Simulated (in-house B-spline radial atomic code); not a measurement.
Successive ionisation energies of niobium; each step leads to the configuration of the next row (after the last: bare). Dirac energy differences include first-order Breit, QED and recoil terms. NIST's values go from ground level to ground level; the uncertainty of those that are theory runs from under 0.1 % in few-electron ions to several per cent in heavy many-electron ones. Computed with an all-electron radial atomic-structure program (B-spline basis): Dirac-Hartree-Fock, jj configuration that fills j = l - 1/2 first, finite nuclei.

A number in brackets counts the electrons of a j subshell.

| ion | configuration | ionisation energy (eV) | tabulated value (eV) | tabulated kind | computed minus tabulated (eV) | highest orbital | largest mean radius (bohr) |
| --- | --- | --- | --- | --- | --- | --- | --- |
| Nb32+ | [He] 2s2 2p1/2(2) 2p3/2(3) | 4187.6 | 4187 | semi-empirical | 1 | 2p3/2 | 0.15299 |
| Nb33+ | [He] 2s2 2p1/2(2) 2p3/2(2) | 4363.4 | 4369 | semi-empirical | -6 | 2p3/2 | 0.15181 |
| Nb34+ | [He] 2s2 2p1/2(2) 2p3/2(1) | 4542.2 | 4540 | semi-empirical | 2 | 2p3/2 | 0.15065 |
| Nb35+ | [He] 2s2 2p1/2(2) | 4819.5 | 4815 | semi-empirical | 5 | 2p1/2 | 0.1495 |
| Nb36+ | [He] 2s2 2p1/2(1) | 5016.3 | 5011 | semi-empirical | 5 | 2p1/2 | 0.14833 |
| Nb37+ | [He] 2s2 | ? | ? | semi-empirical | ? | ? | ? |
| Nb38+ | [He] 2s1 | ? | ? | tabulated theory | ? | ? | ? |
| Nb39+ | 1s2 | 22646.0 | 22648.05 | tabulated theory | -2 | 1s1/2 | 0.035811 |
| Nb40+ | 1s1 | 23388.8 | 23388.85 | tabulated theory | 0 | 1s1/2 | 0.035469 |

Task: Fill in the row of Nb37+.

Result: ionisation energy (eV): 5258.0; tabulated value (eV): 5265; computed minus tabulated (eV): -7; highest orbital: 2s1/2; largest mean radius (bohr): 0.14717.

Task: Fill in the row of Nb38+.

Result: ionisation energy (eV): 5425.8; tabulated value (eV): 5426.066; computed minus tabulated (eV): 0; highest orbital: 2s1/2; largest mean radius (bohr): 0.14611.

Task: Where is the largest jump?

Result: From Nb38+ to Nb39+, by a factor of 4.17 (5425.8 to 22646 eV); the highest orbital goes from 2s1/2 to 1s1/2.

Task: How far is this level of theory from the measured and semi-empirical values?

Result: Over those 6 rows the differences run from -7.03 to +5.34 eV (mean absolute value 4.2 eV). The calculation leaves out correlation and, in open shells, the multiplet splittings that an average leaves out.
